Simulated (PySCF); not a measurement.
Spectrum to structure. Method used: TDDFT wB97X-D/def2-SVPD, vertical, gas phase, core orbitals frozen in the response in PySCF 2.14.0, density-fitted response routines. Geometries: PBE0-D3(BJ)/def2-SVP, one conformer each.

| state | λ (nm) | f |
| --- | --- | --- |
| S1 | 226.0 | 0.0019 |
| S2 | 221.3 | 0.143 |
| S3 | 200.5 | 0.0004 |
| S4 | 197.6 | 0.033 |
| S5 | 181.1 | 0.0002 |
| S6 | 174.5 | 0.0032 |

Orbital energies (eV): HOMO-3 -11.39, HOMO-2 -9.90, HOMO-1 -9.78, HOMO -8.84, LUMO 0.94, LUMO+1 1.90, LUMO+2 2.11.

Question: Which candidate is it? All have the formula C6H9NS.
A. `CCCC1=CN=CS1`
B. `C[C@@H]1CC[C@H](C#N)S1`
C. `CN(C)c1cccs1`

Answer: A. Its S1, at 5.49 eV, is the highest among the candidates; the nearest of the others has S1 at 5.13 eV. S1 is HOMO-1→LUMO (94%). Löwdin shares by element: HOMO carbon 70% or more, nitrogen 8% (atoms not listed hold the other 21%); LUMO carbon 40% or more, sulfur 24%, nitrogen 15% (atoms not listed hold the other 20%). At the same level the other candidates give, for their lowest levels:
- `CN(C)c1cccs1`: 253 nm (f 0.197); 242 nm (f 0.003); 225 nm (f 0.022); 207 nm (f 0.005); 198 nm (f 0.005); T1 3.41 eV; HOMO -7.10, LUMO 1.80 eV
- `C[C@@H]1CC[C@H](C#N)S1`: 242 nm (f 0.001); 195 nm (f 0.018); 194 nm (f 0.021); 171 nm (f 0.013); 166 nm (f 0.007); HOMO -8.78, LUMO 1.46 eV

The values belong to the conformer `[CH3:1][CH2:2][CH2:3][c:4]1[cH:5][n:6][cH:7][s:8]1`: C1–C2–C3–C4 -60°, C2–C3–C4–C5 118°.
Triplets come from the Tamm–Dancoff approximation.
